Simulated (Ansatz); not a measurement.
System: dichloro(dihydroxy)silane, sum formula H₂SiO₂Cl₂ (charge 0, singlet). 
Geometry from a B3LYP-D3(BJ)/def2-TZVP (Ansatz, a quantum-chemistry and plane-wave program) optimisation:
SMILES: [Si](O)(Cl)(O)Cl
```xyz
7

Si     0.3365     0.0750    -0.0932
Cl    -0.4038    -0.2838     1.7900
Cl    -1.1959    -0.1068    -1.4220
O      1.0056     1.5567    -0.1249
O      1.4524    -1.0180    -0.5192
H      0.5241     2.2945     0.2587
H      2.2954    -1.0141    -0.0566
```
Charge 0, spin multiplicity 1.

Basis-set convergence of Hartree-Fock and CCSD(T) correlation energies (hartree) with Ansatz. Correlated levels leave the core frozen unless marked. No spin-orbit coupling. Non-relativistic.

```
basis        functions        E(HF)  E(corr, CCSD(T))
-----------  ---------  -----------  ----------------
cc-pV(D+d)Z        107  -1359.05944          -0.78978
cc-pV(T+d)Z        205  -1359.17428          -1.04410
cc-pV(Q+d)Z        362  -1359.19853          -1.13205
```

Extrapolating the two largest sets (X = 3 and 4) as X^-3: E(corr) = (64·(-1.13205) - 27·(-1.04410))/37 = -1.1962 Eh, an estimate of the basis-set limit. The largest set recovers 94.6 % of it, the smallest 66.0 %.
